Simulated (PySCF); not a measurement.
SeCl3, SMILES Cl[Se](Cl)Cl, multiplicity 2. The structure is a stationary point at ωB97X-D3(BJ)/def2-SVP. The spin state was assumed, not searched. The isomer is the one that the SMILES or the coordinates give; other isomers of the formula were not compared.

Computed with ωB97X-D3(BJ)/def2-SVP in PySCF.

Harmonic wavenumbers (cm⁻¹): 105, 136, 175, 288, 324, 438. Rotational constants (GHz): 3.167, 1.432, 1.042; symmetry number 1.

Task: Work out the zero-point energy and the ideal-gas rigid-rotor harmonic-oscillator thermochemistry at 298.15 K and 1 atm.

Result: ZPE = ½ Σ hcν = ½ × 1465 cm⁻¹ = 2.09 kcal/mol. H − E(el) = 6.41 kcal/mol. Entropy in cal/(mol K): translation 41.56, rotation 28.61, vibration 12.22, spin 1.38, total 83.76. G − E(el) = -18.57 kcal/mol. Cp = 18.40 cal/(mol K). Modes under 150 cm⁻¹ make the vibrational entropy uncertain.
